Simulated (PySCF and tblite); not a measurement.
The numbers below are computed, except where a source is named.
C4H9F3SSi, numbered as in [CH3:1][S:2][Si:3]([CH3:4])([CH3:5])[C:6]([F:7])([F:8])[F:9].

Free energies: PBE0-D3(BJ)/pcSseg-1 on GFN2-xTB structures plus GFN2-xTB thermal terms, symmetry and mirror images included. Conformers within 2.5 kcal/mol (GFN2-xTB free energy) were kept, 4 at most. GIAO shieldings: PBE0/pcSseg-1. Shifts are against TMS (¹H), TMS (¹³C), CFCl3 (¹⁹F), TMS (²⁹Si) at the same level. Codes: tblite and PySCF.

(1) What shifts does this protocol give at 298.15 K under fast conformational exchange?

(2) How do the conformers differ?

Unscaled ¹⁹F and ²⁹Si shifts at such levels can be off by tens of ppm; differences between conformers or isomers are more reliable. Shifts are unscaled: against experiment ¹³C can be off by 15 ppm or more and ¹H by 0.8 ppm.

Answers

(1) ¹H: 2.21 (H1, 3H), 0.49 (H4/H5, 6H) ppm. ¹³C: 139.2 (C6), 13.6 (C1), -1.5 (C4/C5) ppm. ¹⁹F: -78.3 (F7/F8/F9) ppm. ²⁹Si: 17.4 (Si3) ppm.

(2) Torsions listed: C1–S2–Si3–C4. Of a mirror pair one member is shown.
```
conformer  shape  weight %
        1  -146°      87.8
        2    66°      12.2
```

```json
{"signal": "H1", "1": "2.24", "2": "1.99", "average": "2.21"}
{"signal": "H4/H5", "1": "0.49", "2": "0.49", "average": "0.49"}
{"signal": "C1", "1": "14.0", "2": "10.7", "average": "13.6"}
{"signal": "C4/C5", "1": "-1.4", "2": "-2.3", "average": "-1.5"}
{"signal": "C6", "1": "139.3", "2": "138.5", "average": "139.2"}
{"signal": "F7/F8/F9", "1": "-78.1", "2": "-80.2", "average": "-78.3"}
{"signal": "Si3", "1": "17.7", "2": "15.4", "average": "17.4"}
```


Conformer gaps in pcSseg-1 on xTB geometries can be 2 kcal/mol off for S=O, P=O and other polar bonds.